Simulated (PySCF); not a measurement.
## input.py for S⁺

File input.py (PySCF 2.14):

```python
from pyscf import gto, dft

mol = gto.M(
    atom='S 0 0 0',
    basis='ano-rcc-vdzp',
    charge=1,
    spin=3,
    verbose=4,
)
mf = dft.ROKS(mol, xc='wb97x-v')
mf = mf.sfx2c1e()
mf = mf.density_fit(auxbasis='def2-universal-jkfit')
mf.kernel()
mf.analyze()
print('orbital energies (hartree):', mf.mo_energy[..., max(0, mol.nelec[1]-3):mol.nelec[0]+3].round(4))
```

```bash
$ OMP_NUM_THREADS=1 python input.py
```

Output (some set-up lines and the per-cycle HOMO/LUMO lines with their warnings removed):

```
PySCF version 2.14.0

[INPUT] verbose = 4
[INPUT] num. atoms = 1
[INPUT] num. electrons = 15
[INPUT] charge = 1
[INPUT] spin (= nelec alpha-beta = 2S) = 3
[INPUT] symmetry False subgroup None
[INPUT] Mole.unit = angstrom
[INPUT] Symbol           X                Y                Z      unit          X                Y                Z       unit  Magmom
[INPUT]  1 S      0.000000000000   0.000000000000   0.000000000000 AA    0.000000000000   0.000000000000   0.000000000000 Bohr   0.0

nuclear repulsion = 0
number of shells = 3
number of NR pGTOs = 78
number of NR cGTOs = 18
basis = ano-rcc-vdzp
ecp = {}

******** <class 'pyscf.df.df_jk.DFsfX2C1eROKS'> ********
method = DFsfX2C1eROKS
initial guess = minao
damping factor = 0
level_shift factor = 0
DIIS = <class 'pyscf.scf.diis.CDIIS'>
diis_start_cycle = 1
diis_space = 8
diis_damp = 0
SCF conv_tol = 1e-09
SCF conv_tol_grad = None
SCF max_cycles = 50
direct_scf = False
num. doubly occ = 6  num. singly occ = 3
XC library pyscf.dft.libxc version 7.0.0
    S. Lehtola, C. Steigemann, M. J.T. Oliveira, and M. A.L. Marques.,  SoftwareX 7, 1–5 (2018)
XC functionals = wb97x-v
    N. Mardirossian and M. Head-Gordon.,  Phys. Chem. Chem. Phys. 16, 9904-9924 (2014)
radial grids:
    Treutler-Ahlrichs [JCP 102, 346 (1995); DOI:10.1063/1.469408] (M4) radial grids

becke partition: Becke, JCP 88, 2547 (1988); DOI:10.1063/1.454033
pruning grids: <function nwchem_prune>
grids dens level: 3
symmetrized grids: False
atomic radii adjust function: <function treutler_atomic_radii_adjust>
** Following is NLC and NLC Grids **
NLC functional = wb97x-v
radial grids:
    Treutler-Ahlrichs [JCP 102, 346 (1995); DOI:10.1063/1.469408] (M4) radial grids

becke partition: Becke, JCP 88, 2547 (1988); DOI:10.1063/1.454033
pruning grids: <function nwchem_prune>
grids dens level: 3
symmetrized grids: False
atomic radii adjust function: <function treutler_atomic_radii_adjust>
small_rho_cutoff = 0

******** <class 'pyscf.x2c.sfx2c1e.SpinFreeX2CHelper'> ********
approx = 1e
xuncontract = 1
Set gradient conv threshold to 3.16228e-05
tot grids = 18880
tot grids = 18880
******** <class 'pyscf.df.df.DF'> ********
auxbasis = def2-universal-jkfit
Create RSH-DF object <pyscf.df.df.DF object> for omega=0.3
******** <class 'pyscf.df.df.DF'> ********
auxbasis = auxmol.basis = def2-universal-jkfit
init E= -398.926945460222
cycle= 1 E= -398.707893036413  delta_E= 0.219  |g|= 0.256  |ddm|= 1.29
cycle= 2 E= -398.760320827217  delta_E= -0.0524  |g|= 0.0618  |ddm|= 0.406
cycle= 3 E= -398.761817558967  delta_E= -0.0015  |g|= 0.00356  |ddm|= 0.0525
cycle= 4 E= -398.761822771672  delta_E= -5.21e-06  |g|= 0.000605  |ddm|= 0.00254
cycle= 5 E= -398.761822934441  delta_E= -1.63e-07  |g|= 7.48e-07  |ddm|= 0.00055
cycle= 6 E= -398.761822934441  delta_E= 1.14e-13  |g|= 1.27e-08  |ddm|= 8.96e-07
Extra cycle  E= -398.761822934441  delta_E= -2.27e-13  |g|= 2.57e-09  |ddm|= 1.54e-08
converged SCF energy = -398.761822934441
**** SCF Summaries ****
Total Energy =                        -398.761822934441170
Nuclear Repulsion Energy =               0.000000000000000
One-electron Energy =                 -544.430221532188625
Two-electron Energy =                  145.668398597747483
Two-electron Coulomb Energy =          171.067016509050461
DFT Exchange-Correlation Energy =      -25.398617911302974
**** MO energy ****
                Roothaan           | alpha              | beta
MO #1   energy= -89.6236251078436  | -89.6316429078175  | -89.6156073078697  occ= 2
MO #2   energy= -8.56024346272078  | -8.56796033720903  | -8.55252658823253  occ= 2
MO #3   energy= -6.46568773730583  | -6.47839584877208  | -6.45297962583852  occ= 2
MO #4   energy= -6.46568773730437  | -6.47839584877068  | -6.45297962583701  occ= 2
MO #5   energy= -6.46568773730048  | -6.47839584876659  | -6.4529796258333   occ= 2
MO #6   energy= -1.17233702945308  | -1.25601224213779  | -1.08866181676837  occ= 2
MO #7   energy= -0.603525374731175 | -0.80220640300181  | -0.404844345740011 occ= 1
MO #8   energy= -0.60352537473044  | -0.80220640300186  | -0.404844345738489 occ= 1
MO #9   energy= -0.603525374715182 | -0.802206402985474 | -0.404844345724358 occ= 1
MO #10  energy= 0.0558253534447535 | 0.0381712401576605 | 0.0734794660102348 occ= 0
MO #11  energy= 0.055825353454581  | 0.0381712401672856 | 0.0734794660202664 occ= 0
MO #12  energy= 0.055825353471155  | 0.0381712401844458 | 0.0734794660362514 occ= 0
MO #13  energy= 0.0936417246595328 | 0.0732881532189037 | 0.113995296100156  occ= 0
MO #14  energy= 0.129406980249207  | 0.0762498664183902 | 0.182564094080023  occ= 0
MO #15  energy= 0.12940698026378   | 0.076249866432943  | 0.182564094094618  occ= 0
MO #16  energy= 0.129406980269268  | 0.0762498664384386 | 0.182564094100097  occ= 0
MO #17  energy= 0.129406980282274  | 0.0762498664514666 | 0.182564094113081  occ= 0
MO #18  energy= 0.12940698028992   | 0.0762498664590746 | 0.182564094120764  occ= 0
 ** Mulliken pop on meta-lowdin orthogonal AOs  **
 ** Mulliken pop  **
pop of  0 S 1s            2.00000
pop of  0 S 2s            1.99996
pop of  0 S 3s            1.99470
pop of  0 S 4s            0.00534
pop of  0 S 2px           1.99990
pop of  0 S 2py           1.99990
pop of  0 S 2pz           1.99990
pop of  0 S 3px           0.98486
pop of  0 S 3py           0.98486
pop of  0 S 3pz           0.98486
pop of  0 S 4px           0.01524
pop of  0 S 4py           0.01524
pop of  0 S 4pz           0.01524
pop of  0 S 3dxy          0.00000
pop of  0 S 3dyz          0.00000
pop of  0 S 3dz^2         0.00000
pop of  0 S 3dxz          0.00000
pop of  0 S 3dx2-y2       0.00000
 ** Mulliken atomic charges  **
charge of    0S =      1.00000
Dipole moment(X, Y, Z, Debye): -0.00000, -0.00000,  0.00000
orbital energies (hartree): [-6.4657 -6.4657 -1.1723 -0.6035 -0.6035 -0.6035  0.0558  0.0558  0.0558]
```

In short: E(SCF) = -398.761823 Eh, 6 cycles.

It ran on Arm Neoverse V1 (1 thread, shared host) in 11 s, peak memory 0.14 GiB.

No search for the lowest solution was made.
